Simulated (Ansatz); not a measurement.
MgCu4, relaxed as a singlet with RKS r2SCAN-D4/def2-SVP in Ansatz, starting from the GFN2-xTB geometry. Force threshold 0.02 eV/Å.

The restricted singlet is unstable towards broken spin symmetry in Hartree–Fock (as tested in another run); at r2SCAN-D4/def2-SVP this wasn't settled. The structure comes from a short search, and lower isomers may exist.

Start:

```xyz
5

Mg    1.035    1.538    0.143
Cu    1.664   -0.278   -1.433
Cu   -1.012    1.247    1.520
Cu   -0.114   -1.670   -0.925
Cu   -1.573   -0.838    0.694
```

```tsv
step	energy (eV)	largest force component (eV/Å)	SCF passes
1	-183979.1663	0.632	25
2	-183979.3737	0.623	31
3	-183979.5756	0.623	31
4	-183979.7447	0.435	31
5	-183979.8498	0.100	31
6	-183979.8577	0.024	25
7	-183979.8579	0.006	26
```

Force components are those of the run's own axes.

End:

```xyz
5

Mg    0.572    0.851    0.079
Cu    1.918   -0.247   -1.607
Cu   -1.095    1.471    1.720
Cu    0.021   -1.448   -0.891
Cu   -1.417   -0.628    0.699
```

Bonds formed: Mg1–Cu4, Mg1–Cu5 (atoms count from 1).

No frequencies were taken in this run, so the end may be a saddle point.

Run time 34 s (4 threads of Arm Neoverse V1 on a shared host).
